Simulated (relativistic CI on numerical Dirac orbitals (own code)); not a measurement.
Method of calculation: Dirac-Coulomb-Breit CI, separate exchange-only KLI orbitals for each configuration, model QED (radiative potential, 1s self-energy scaled to tabulated hydrogen-like ionisation energies), unscaled Slater integrals (own radial code, finite nucleus).

The strongest absorption lines from the ground level of an ion, among the configurations computed and to levels below about 1440 eV (vacuum wavelength in nm, gf): 0.92746 (4.4e-06), 1.2415 (0.69), 1.2948 (1.5), 1.3035 (0.0037), 1.4084 (0.12), 1.4812 (0.24), 5.7307 (1.4), 7.2999 (0.21).

Q: Which ion is it?
A. Xe XXXVII
B. Cd XXXI
C. Cd XXIX
D. Sb XXXIV

A: B. Cd XXXI has 18 electrons and the ground level 3s2 3p6 1S_0; the strongest line goes to 3s2 3p5 4d 1P°_1. The pattern of lines fixes the number of electrons, and along that sequence the line energies rise steadily with the charge (about as its square where n changes within one kind of shell, about linearly where n is kept but much faster in heavy ions where fine structure, which grows about as Z⁴, sets the gap, and irregularly where shells cross), which fixes Z. Configurations outside the model, such as inner-shell arrays, can give stronger lines. At this charge energies of transitions that change n are usually good to better than 1 %, and those within a shell (Δn = 0) to a few per cent.

LS names give the leading component of a level, which can be under half, so a name can repeat, a term be missing and a line seem to break the LS rules.
